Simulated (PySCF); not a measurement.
CH5ClFNSi, SMILES [Si@@H](F)(Cl)CN.

Coordinates come from a B3LYP-D3(BJ)/def2-SVP optimisation. The structure was generated by enumeration; whether it is a known compound was not checked. The values are those of a single conformer.

Two levels are set side by side: TDA-PBE/def2-SVPD (PySCF) and TDA-CAM-B3LYP/def2-SVPD (PySCF). Vertical, same geometry. The lowest singlet is HOMO→LUMO 92 % with PBE and HOMO→LUMO 91 % with the other functional; states are paired by order. Differences are taken from unrounded values.

```tsv
quantity	TDA-CAM-B3LYP
lowest singlet excitation (eV)	6.03
lowest triplet excitation (TDA) (eV)	5.63
first bright state (f over 0.05) (eV)	8.54
its oscillator strength	0.14
```

### Question
What does TDA-PBE give, and how far is it from TDA-CAM-B3LYP? (An estimate is asked for; the answer gives what the named calculation found.)

### Answer

```csv
quantity,TDA-PBE,TDA-PBE minus TDA-CAM-B3LYP
lowest singlet excitation (eV),5.25,-0.79
lowest triplet excitation (TDA) (eV),4.79,-0.84
first bright state (f over 0.05) (eV),5.25,-3.29
its oscillator strength,0.05,-0.09
```

Functionals without exact exchange tend to place singlet excitations lower, as here. Differences between two approximate levels are no errors against the true value.

Rough cost on one machine, each run with all the roots and properties that it gave: TDA-CAM-B3LYP against TDA-PBE about 4 times.
